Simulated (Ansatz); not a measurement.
Nudged elastic band run: BrF2H3Si

The input (input.yaml):

```yaml
crystal:
  periodic: [false, false, false]
  atoms:
    - { symbol: Si, position_ang: [-0.728308, -0.466252, 0.836928] }
    - { symbol: Br, position_ang: [0.627687, -2.194115, 0.652529] }
    - { symbol: F, position_ang: [-1.98861, -0.662633, -0.16271] }
    - { symbol: F, position_ang: [0.054712, 0.877191, 0.365723] }
    - { symbol: H, position_ang: [-1.212676, -0.289045, 2.22886] }
    - { symbol: H, position_ang: [1.827091, 1.418226, -2.282605] }
    - { symbol: H, position_ang: [1.420103, 1.316529, -1.638625] }
basis:
  gaussian: { orbitals: def2-SVP }
hamiltonian:
  xc: pbe
neb:
  order_check: false
  images: 5
  f_tol: 0.5
  max_iterations: 60
  final_atoms:
    - { symbol: Si, position_ang: [-0.39877539, 0.77631662, 0.47635862] }
    - { symbol: Br, position_ang: [1.75338789, -2.28899705, -0.88866165] }
    - { symbol: F, position_ang: [-0.82223555, -0.09717154, -0.8497607] }
    - { symbol: F, position_ang: [-1.55185279, 1.90495126, 0.67670928] }
    - { symbol: H, position_ang: [-0.4088871, -0.13573745, 1.65551481] }
    - { symbol: H, position_ang: [0.53252802, -1.61738424, -1.26082782] }
    - { symbol: H, position_ang: [0.89583392, 1.4579234, 0.19076745] }
  initial_path:
    images:
      - { positions_ang: [[-0.728308, -0.466252, 0.836928], [0.627687, -2.194115, 0.652529], [-1.98861, -0.662633, -0.16271], [0.054712, 0.877191, 0.365723], [-1.212676, -0.289045, 2.22886], [1.827091, 1.418226, -2.282605], [1.420103, 1.316529, -1.638625]] }
      - { positions_ang: [[-0.63232773, -0.27054942, 0.70008601], [0.89974221, -2.04560761, 0.41500695], [-1.86131507, -0.47079352, -0.31866295], [-0.05240103, 1.13702466, 0.51813744], [-1.08695099, -0.36353418, 2.03808044], [1.60513984, 0.91502714, -1.90102642], [1.12811178, 1.09833393, -1.45152146]] }
      - { positions_ang: [[-0.53634746, -0.07484684, 0.56324401], [1.17179742, -1.89710023, 0.17748491], [-1.73402014, -0.27895405, -0.47461591], [-0.15951407, 1.39685832, 0.67055187], [-0.96122599, -0.43802336, 1.84730088], [1.38318869, 0.41182829, -1.51944785], [0.83612056, 0.88013887, -1.26441792]] }
      - { positions_ang: [[-0.4403672, 0.12085574, 0.42640202], [1.44385262, -1.74859284, -0.06003714], [-1.60672521, -0.08711457, -0.63056886], [-0.2666271, 1.65669198, 0.82296631], [-0.83550098, -0.51251254, 1.65652132], [1.16123753, -0.09137057, -1.13786927], [0.54412934, 0.6619438, -1.07731437]] }
      - { positions_ang: [[-0.42650326, 0.3393427, 0.44305422], [1.54703105, -1.92872758, -0.33624531], [-1.34522866, -0.09046689, -0.7036328], [-0.69503567, 1.73944507, 0.77421397], [-0.69329635, -0.38692084, 1.65618581], [0.95166769, -0.60004179, -1.17885545], [0.6613642, 0.92727033, -0.65462043]] }
      - { positions_ang: [[-0.41263933, 0.55782966, 0.45970642], [1.65020947, -2.10886231, -0.61245348], [-1.08373211, -0.09381922, -0.77669675], [-1.12344423, 1.82219816, 0.72546162], [-0.55109172, -0.26132915, 1.65585031], [0.74209786, -1.10871302, -1.21984164], [0.77859906, 1.19259687, -0.23192649]] }
      - { positions_ang: [[-0.39877539, 0.77631662, 0.47635862], [1.75338789, -2.28899705, -0.88866165], [-0.82223555, -0.09717154, -0.8497607], [-1.55185279, 1.90495126, 0.67670928], [-0.4088871, -0.13573745, 1.65551481], [0.53252802, -1.61738424, -1.26082782], [0.89583392, 1.4579234, 0.19076745]] }
```

Command:

```bash
$ ansatz run input.yaml --threads 2 --pin off --max-ram 3072MiB --backend cpu --events-out ev --progress --plain --runs-dir out
```

Output, in part (warnings, iteration lines, the closing report on the highest movable image, with atoms numbered from 0):

```
NEB end point (image 0): max|allowed force component| = 2.563e-3 eV/Å (the criterion of neb.relax_end_points is 1.000e-1)
NEB end point (image 6): max|allowed force component| = 2.963e-2 eV/Å (the criterion of neb.relax_end_points is 1.000e-1)
NEB iter   1: max|band force component| = 8.473e0 eV/Å  barrier→ = 3.1664 eV  barrier← = 2.5377 eV  Δτ_max = 0.2000 Å  (177 SCF iters)
NEB iter   2: max|band force component| = 3.971e0 eV/Å  barrier→ = 1.6736 eV  barrier← = 1.0448 eV  Δτ_max = 0.2000 Å  (161 SCF iters)
NEB iter   3: max|band force component| = 1.817e0 eV/Å  barrier→ = 1.5156 eV  barrier← = 0.8868 eV  Δτ_max = 0.1214 Å  (143 SCF iters)
NEB iter   4: max|band force component| = 5.615e-1 eV/Å  barrier→ = 1.5230 eV  barrier← = 0.8943 eV  Δτ_max = 0.1930 Å  (138 SCF iters)
NEB iter   5: max|band force component| = 5.085e-1 eV/Å  barrier→ = 1.4988 eV  barrier← = 0.8700 eV  Δτ_max = 0.2000 Å  (144 SCF iters)
NEB iter   6: max|band force component| = 6.797e-1 eV/Å  barrier→ = 1.4973 eV  barrier← = 0.8686 eV  Δτ_max = 0.1016 Å  (144 SCF iters)
NEB iter   7: max|band force component| = 5.332e-1 eV/Å  barrier→ = 1.5023 eV  barrier← = 0.8736 eV  Δτ_max = 0.1013 Å  (139 SCF iters)
NEB iter   8: max|band force component| = 8.455e-1 eV/Å  barrier→ = 1.4633 eV  barrier← = 0.8345 eV  CI = image 3  Δτ_max = 0.1011 Å  (136 SCF iters)
NEB iter   9: max|band force component| = 1.124e0 eV/Å  barrier→ = 1.6596 eV  barrier← = 1.0309 eV  CI = image 3  Δτ_max = 0.1030 Å  (139 SCF iters)
NEB iter  10: max|band force component| = 1.091e0 eV/Å  barrier→ = 1.7752 eV  barrier← = 1.1464 eV  CI = image 3  Δτ_max = 0.1024 Å  (137 SCF iters)
NEB iter  11: max|band force component| = 7.377e-1 eV/Å  barrier→ = 1.8897 eV  barrier← = 1.2610 eV  CI = image 3  Δτ_max = 0.0870 Å  (137 SCF iters)
NEB iter  12: max|band force component| = 2.704e-1 eV/Å  barrier→ = 1.9377 eV  barrier← = 1.3089 eV  CI = image 3  Δτ_max = 0.0000 Å  (273 SCF iters)
Total energy: -83373.02318538 eV, -3063.9020897978 hartree
Atom 0 at    -0.391351     0.128854     0.263813 Å, force    -0.177240     0.246919     0.207123 eV/Å
Atom 1 at     0.979149    -1.919831    -0.416995 Å, force    -0.023390    -0.185870    -0.029967 eV/Å
Atom 2 at    -1.641123    -0.348734    -0.651099 Å, force     0.046847    -0.140340     0.029666 eV/Å
Atom 3 at    -0.780983     1.720536     0.427564 Å, force     0.073124    -0.035630     0.016642 eV/Å
Atom 4 at    -0.153402    -0.267873     1.673294 Å, force    -0.111326    -0.000136    -0.051209 eV/Å
Atom 5 at     1.092102    -0.120107    -0.672109 Å, force     0.221309     0.145216    -0.175355 eV/Å
Atom 6 at     0.895608     0.807056    -0.624366 Å, force    -0.029324    -0.030159     0.003100 eV/Å
Dipole moment:     0.206315     0.181835     0.122924 e Å
```

The run converged. The threshold of 0.5 eV/Å is loose, so the images may lie well off the minimum-energy path. Neighbouring images differ by up to 1.3 eV, so the band resolves the path poorly. The order of the stationary point at the top wasn't checked. The orbitals stay closed-shell, which can raise the energy where a bond breaks towards radicals; this wasn't checked here.

Final band (atoms are numbered from 1 in the order of the input):

| image | path coordinate (Å) | energy (eV) | Si1–Br2 (Å) | H6–H7 (Å) | Si1–H7 (Å) |
| --- | --- | --- | --- | --- | --- |
| 0 | 0.00 | 0.00 | 2.20 | 0.77 | 3.73 |
| 1 | 1.26 | 0.04 | 2.21 | 0.77 | 3.26 |
| 2 | 2.53 | 0.67 | 2.25 | 0.77 | 2.57 |
| 3 | 3.79 | 1.94 | 2.56 | 0.95 | 1.70 |
| 4 | 4.87 | 0.86 | 3.39 | 1.71 | 1.50 |
| 5 | 5.94 | 0.72 | 3.70 | 2.58 | 1.49 |
| 6 | 7.02 | 0.63 | 3.99 | 3.42 | 1.49 |

Time of the run: 87 s on 2 threads of Arm Neoverse V1 (shared host), peak memory 0.13 GiB.
